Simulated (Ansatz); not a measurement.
Relaxation of BH$_{5}$O$_{2}$S (9 atoms, charge 0, multiplicity 1), to a largest force component of 0.03 eV/Å in at most 50 steps.

These are results of RHF/def2-SVP (Ansatz), not measurements.

```xyz
9
Properties=species:S:1:pos:R:3
B -0.006 -0.510 -0.240
H 0.068 -0.612 0.950
O 1.070 -0.715 -1.022
H 1.865 -0.915 -0.558
O -1.173 -0.207 -0.835
H -1.904 -0.080 -0.253
S -0.062 2.253 1.172
H 0.551 2.995 2.098
H 0.171 1.057 1.794
```

Where does it end, and by what steps?

The run converged. The force dipped under the threshold on the way, but the program's further checks kept it going. After 43 steps the energy has fallen by 0.386 eV; H4 moved furthest, 1.64 Å.

```json
{"step": "0", "energy less start (eV)": "0.0000", "largest force component (eV/Å)": "1.211", "accepted": "yes"}
{"step": "2", "energy less start (eV)": "-0.1992", "largest force component (eV/Å)": "0.324", "accepted": "yes"}
{"step": "4", "energy less start (eV)": "-0.2459", "largest force component (eV/Å)": "0.095", "accepted": "yes"}
{"step": "6", "energy less start (eV)": "-0.2502", "largest force component (eV/Å)": "0.505", "accepted": "no"}
{"step": "8", "energy less start (eV)": "-0.2620", "largest force component (eV/Å)": "0.191", "accepted": "yes"}
{"step": "10", "energy less start (eV)": "-0.2726", "largest force component (eV/Å)": "0.089", "accepted": "yes"}
{"step": "12", "energy less start (eV)": "-0.2769", "largest force component (eV/Å)": "0.686", "accepted": "no"}
{"step": "14", "energy less start (eV)": "-0.2841", "largest force component (eV/Å)": "0.416", "accepted": "yes"}
{"step": "16", "energy less start (eV)": "-0.2934", "largest force component (eV/Å)": "0.395", "accepted": "yes"}
{"step": "18", "energy less start (eV)": "-0.3024", "largest force component (eV/Å)": "0.345", "accepted": "yes"}
{"step": "20", "energy less start (eV)": "-0.3111", "largest force component (eV/Å)": "0.199", "accepted": "yes"}
{"step": "22", "energy less start (eV)": "-0.3185", "largest force component (eV/Å)": "0.199", "accepted": "yes"}
{"step": "24", "energy less start (eV)": "-0.3272", "largest force component (eV/Å)": "0.216", "accepted": "yes"}
{"step": "26", "energy less start (eV)": "-0.3356", "largest force component (eV/Å)": "0.591", "accepted": "yes"}
{"step": "28", "energy less start (eV)": "-0.3515", "largest force component (eV/Å)": "0.152", "accepted": "yes"}
{"step": "30", "energy less start (eV)": "-0.3262", "largest force component (eV/Å)": "1.258", "accepted": "no"}
{"step": "32", "energy less start (eV)": "-0.3706", "largest force component (eV/Å)": "0.303", "accepted": "yes"}
{"step": "34", "energy less start (eV)": "-0.3772", "largest force component (eV/Å)": "0.173", "accepted": "yes"}
{"step": "36", "energy less start (eV)": "-0.3838", "largest force component (eV/Å)": "0.008", "accepted": "yes"}
{"step": "38", "energy less start (eV)": "-0.3844", "largest force component (eV/Å)": "0.113", "accepted": "yes"}
{"step": "40", "energy less start (eV)": "-0.3809", "largest force component (eV/Å)": "0.250", "accepted": "no"}
{"step": "42", "energy less start (eV)": "-0.3848", "largest force component (eV/Å)": "0.157", "accepted": "no"}
{"step": "43", "energy less start (eV)": "-0.3858", "largest force component (eV/Å)": "0.021", "accepted": "yes"}
```

```xyz
9
Properties=species:S:1:pos:R:3
B 0.389 -0.803 -0.479
H 0.474 -1.229 0.649
O 0.920 -1.489 -1.513
H 1.338 -2.297 -1.270
O -0.230 0.359 -0.738
H -0.583 0.799 0.021
S -1.121 2.380 2.116
H -0.588 3.443 1.508
H -0.017 2.103 2.814
```

Time of the run: 63 s on 1 thread of Arm Neoverse V1, with other jobs on the host, peak memory 0.15 GiB.
